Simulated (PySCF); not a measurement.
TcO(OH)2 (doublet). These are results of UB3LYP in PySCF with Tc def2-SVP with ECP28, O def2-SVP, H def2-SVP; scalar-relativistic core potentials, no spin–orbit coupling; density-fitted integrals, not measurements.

Harmonic bands of its minimum:

```
ω (cm⁻¹)  IR (km/mol)
     117          3.3
     173          1.3
     223          8.6
     329         88.7
     362          124
     551          330
     597         66.1
     705         46.7
     729         78.6
    1064          185
    3807          213
    3811          127
```

**Question.** The central atom is Tc. Infer the point group and assign the bands.

**Answer.** C2. The modes span 6b + 6a: 117 b, 173 a, 223 b, 329 b, 362 a, 551 b, 597 a, 705 a, 729 b, 1064 a, 3807 b, 3811 a. The computed geometry has O–H 0.968 Å (×2), Tc–O 1.645 Å, Tc–O 1.864 Å (×2); H–O–Tc 126.6° (×2), O–Tc–O 114.5°, O–Tc–O 122.8° (×2).

Only a few start shapes were tried, so a lower isomer may exist. Other spin states or occupations of the open shell can lie lower.
